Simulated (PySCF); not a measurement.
A side-by-side comparison of computed properties.

First species: C7H9FO.
SMILES: `C#C[C@@H]1CC[C@@]1(F)OC`

Second species: C7H9FO.
Atom-mapped SMILES: `[CH2:1]=[C:2]1[C:3](=[CH2:4])[C@@H:5]([O:6][CH3:7])[C@@H:8]1[F:9]` (hydrogens: H10, H11 on C1; H12, H13 on C4; H14 on C5; H15, H16, H17 on C7; H18 on C8)

Geometry (PBE0-D3(BJ)/def2-SVP, Å), atoms numbered from 1 in this order:
```
atom  x, y, z in Å
C1    -2.6063   -1.1849   -0.6574
C2    -1.4311   -0.6220   -0.3738
C3    -0.8792    0.7445   -0.3515
C4    -1.3446    1.9673   -0.0951
C5     0.5213    0.2001   -0.5363
O6     1.5175    0.7903    0.2161
C7     2.7891    0.2619   -0.0318
C8    -0.0477   -1.1830   -0.1278
F9     0.3383   -2.2767   -0.8454
H10   -3.4838   -0.5782   -0.8955
H11   -2.7140   -2.2724   -0.6786
H12   -0.6650    2.8223   -0.0555
H13   -2.4058    2.1427    0.0988
H14    0.7839    0.1566   -1.6160
H15    2.8479   -0.8150    0.2153
H16    3.0823    0.3835   -1.0927
H17    3.5062    0.8060    0.5978
H18    0.1397   -1.3684    0.9453
```

Levels: CAM-B3LYP/def2-SVPD for dipole moment, HOMO energy, LUMO energy, HOMO–LUMO gap, static isotropic polarisability and electronic spatial extent ⟨r²⟩ about the centre of nuclear charge; TDDFT CAM-B3LYP/def2-SVPD for lowest singlet excitation; TDA CAM-B3LYP/def2-SVPD for lowest triplet excitation (Tamm–Dancoff); ΔSCF CAM-B3LYP/def2-SVPD for vertical ionisation energy; PBE0-D3(BJ)/def2-SVP for rotational constant A and rotational constant C. Geometries: PBE0-D3(BJ)/def2-SVP. Each species is one conformer at its optimised geometry, gas phase, non-relativistic unless stated. Electronic properties by PySCF.

The conformers computed, where there is a choice (atom-mapped SMILES and torsion angles):
- `[CH:1]#[C:2][C@@H:3]1[CH2:4][CH2:5][C@@:6]1([F:7])[O:8][CH3:9]`: C5–C6–O8–C9 171°
- `[CH2:1]=[C:2]1[C:3](=[CH2:4])[C@@H:5]([O:6][CH3:7])[C@@H:8]1[F:9]`: C3–C5–O6–C7 -178°

(1) Which of the two has the higher rotational constant C, and by how much?

(2) Which has the higher HOMO energy?

(3) Which has the higher ⟨r²⟩?

(4) Which of the two has the higher static isotropic polarisability, and by how much?

(5) Which of the two has the higher HOMO–LUMO gap, and by how much?

(6) Which of the two has the higher T1 energy, and by how much?

(7) Which of the two has the higher LUMO energy, and by how much?

(8) Which has the higher dipole moment?

Answers

(1) The first: 1.154 GHz against 0.910 GHz, a difference of 0.244 GHz.

(2) The second: -8.24 eV against -8.90 eV, a difference of 0.66 eV.

(3) The second: 1269 bohr² against 1130 bohr², a difference of 139 bohr².

(4) The second: 91.4 au against 83.9 au, a difference of 7.5 au.

(5) The first: 10.15 eV against 7.83 eV, a difference of 2.32 eV.

(6) The first: 5.23 eV against 3.00 eV, a difference of 2.23 eV.

(7) The first: 1.25 eV against -0.41 eV, a difference of 1.66 eV.

(8) The first: 1.39 D against 0.62 D, a difference of 0.77 D.

On the first: The polarisability is 12.44 Å³ as a volume (1 au = 0.148185 Å³), or 1.23 au for each of the 68 electrons. The principal polarisabilities are 68.1, 83.0 and 100.6 au; their mean is the isotropic value.

On the second: The principal polarisabilities are 64.7, 98.4 and 111.2 au; their mean is the isotropic value. S1 lies 2.54 eV below the HOMO–LUMO gap; its leading configuration is HOMO→LUMO, weight 0.95.
